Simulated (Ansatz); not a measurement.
BCl, charge +1, doublet, at a GFN2-xTB geometry (the spin is typed, not shown lowest); HF/6-31G (Ansatz, a first-principles code).

Ansatz was given this input:
Ansatz 0.2 input:
```yaml
crystal:
  periodic: [false, false, false]
  atoms:
    - {symbol: B, position_ang: [-0.00000000, -0.00000000, -1.16598762]}
    - {symbol: Cl, position_ang: [0.00000000, 0.00000000, 0.34293754]}
basis:
  gaussian:
    orbitals: 6-31G
hamiltonian:
  xc: hf
total_charge: 1
magnetization: {spin_polarized: true, initial_magnetization: 1}
```

Predict the main parts of the log of this Ansatz run.


```
Functional definition: HF
266 factors; integrals over basis functions are off by at most 1.5e-4 eV
mean field evaluation 1: about -13159.9055 eV, gradient 1.7e1 eV
mean field evaluation 2: about -13160.0222 eV, gradient 1.8e1 eV
mean field evaluation 4: about -13162.5091 eV, gradient 2.1e0 eV
mean field evaluation 8: about -13162.6250 eV, gradient 1.1e-1 eV
mean field -13162.62544358 eV, -483.7175631037 hartree, gradient 1.5e-5 eV, S^2 0.768616; 0 other end points of the search recorded, 0 dependent functions left out
reference -13162.62544358 eV, -483.7175631037 hartree; 11, 10 occupied and 11, 12 virtual orbitals, 266 factors
Total energy: -13162.62544358 eV, -483.7175631037 hartree
```
